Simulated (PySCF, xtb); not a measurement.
CH₁₀FNSi₃, SMILES [Si@@H](C)(F)N([SiH3])[SiH3].

GFN2-xTB run with xtb at its own geometry gives an orbital gap of 4.73 eV and a dipole moment of 1.73 D.

Geometry: TPSSh-D3(BJ)/def2-SVP. The structure was generated by enumeration; whether it is a known compound was not checked. One conformer was computed; it need not be the lowest.

Q: What does PBE/def2-TZVP (PySCF) give? (Estimate from the structure and the level; the computed values follow.)

A: gap 5.40 eV (levels -6.36 and -0.96 eV), dipole 1.51 D.
